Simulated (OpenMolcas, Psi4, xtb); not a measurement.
# How methods differ on GaNH3 (SMILES [NH2][GaH])

GaNH3 has 5 atoms, charge 0, and is taken as a doublet. SMILES: `[NH2][GaH]`. Geometry: relaxed at PBE0-D4/def2-TZVP. This is one conformer, not always the lowest.

```xyz
5

N    -0.2119   -0.6840    0.0647
Ga    0.8155    0.7829    0.4170
H    -0.9468   -0.7013   -0.6251
H    -0.1152   -1.5693    0.5320
H     0.5082    2.0979   -0.4301
```

Each level gives the dipole moment (D). The values are calculated.

| level | kind | program | value (D) | CPU time |
| --- | --- | --- | --- | --- |
| GFN2-xTB | semi-empirical | xtb | 0.92 | under 2 s |
| UHF/def2-TZVP | Hartree–Fock | OpenMolcas | 0.83 | 14 s |
| USVWN5/def2-TZVP | LDA | OpenMolcas | 1.15 | 30 s |
| UBLYP/def2-TZVP | GGA | OpenMolcas | 1.10 | 48 s |
| UTPSS/def2-TZVP | meta-GGA | OpenMolcas | 1.12 | 73 s |
| UPBE0-D4/def2-TZVP (density fitting) | global hybrid | Psi4 | 1.00 | 15 s |
| UPBE0/def2-TZVP | global hybrid | OpenMolcas | 1.00 | 51 s |

All-electron rows without a relativistic Hamiltonian named are non-relativistic. The values span 0.83 to 1.15 D. Magnitudes only. CPU times are rough (shared hosts, several kinds of processor): they show what a rung costs within a factor of a few.
